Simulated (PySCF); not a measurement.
Correlation energy of P (phosphorus, neutral)

[Ne] 3s2 3p2 4s1, 4s spin antiparallel (an excited configuration). Calculation: PySCF 2.14, in x2c-TZVPPall with one added diffuse shell each of s, p, d type (6s6p4d1f, 51 functions); the spin-free X2C one-electron Hamiltonian (Gaussian nucleus). Frozen: [Ne]; 5 electrons correlated.

MP2 pair energies summed by pair of shells (mhartree):

```json
{"pair": "3s-3p", "energy": "-37.91", "share (%)": "52.0"}
{"pair": "3s-3s", "energy": "-16.88", "share (%)": "23.1"}
{"pair": "3p-4s", "energy": "-6.91", "share (%)": "9.5"}
{"pair": "3p-3p", "energy": "-6.51", "share (%)": "8.9"}
{"pair": "3s-4s", "energy": "-4.71", "share (%)": "6.5"}
```

Total MP2 correlation energy: -72.92 mhartree.

Same-spin part -13.20 and opposite-spin part -59.72 mhartree; SCS-MP2 scales them by 1/3 and 6/5 to -76.06 mhartree.
